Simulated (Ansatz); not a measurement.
Ansatz (a quantum-chemistry and plane-wave program) input:
A basis named .json is the Basis Set Exchange file of that set.

Ansatz 0.2 input:
```yaml
crystal:
  periodic: [false, false, false]
  atoms:
    - {symbol: C, position_ang: [-2.52831680, 0.11578448, -0.31820837]}
    - {symbol: C, position_ang: [-1.30829404, -0.68360827, 0.11283828]}
    - {symbol: C, position_ang: [0.00272991, 0.07041121, -0.02572386]}
    - {symbol: O, position_ang: [0.04674111, 1.20556900, -0.44043968]}
    - {symbol: C, position_ang: [1.25530769, -0.68304098, 0.38645007]}
    - {symbol: C, position_ang: [2.53747260, 0.12036634, 0.23193359]}
    - {symbol: H, position_ang: [-2.62577409, 1.02640289, 0.27257370]}
    - {symbol: H, position_ang: [-2.44824723, 0.41558141, -1.36296400]}
    - {symbol: H, position_ang: [-3.43748333, -0.47445038, -0.19650314]}
    - {symbol: H, position_ang: [-1.39588158, -1.00575547, 1.15646321]}
    - {symbol: H, position_ang: [-1.21969244, -1.61109044, -0.46374638]}
    - {symbol: H, position_ang: [1.11796635, -1.01267743, 1.42230743]}
    - {symbol: H, position_ang: [1.29460508, -1.60641661, -0.20213854]}
    - {symbol: H, position_ang: [3.40086801, -0.46994954, 0.54152794]}
    - {symbol: H, position_ang: [2.50417452, 1.02692192, 0.83596329]}
    - {symbol: H, position_ang: [2.68213966, 0.42740496, -0.80370437]}
basis:
  gaussian:
    orbitals: aug-cc-pVTZ
    fitting: {mean_field: def2-universal-jkfit, correlation: aug-cc-pVTZ-RIFIT.json}
total_charge: 1
magnetization: {spin_polarized: true, initial_magnetization: 1}
correlation: {method: mp2, electrons: outside_noble_gas}
```

Problem. Which total energy does the run end on?

Solution. -270.87227 Eh (RI-MP2/aug-cc-pVTZ). The basis has 506 functions.

This state (charge 1, doublet) is run at the relaxed geometry of the species with charge 0 and multiplicity 1.
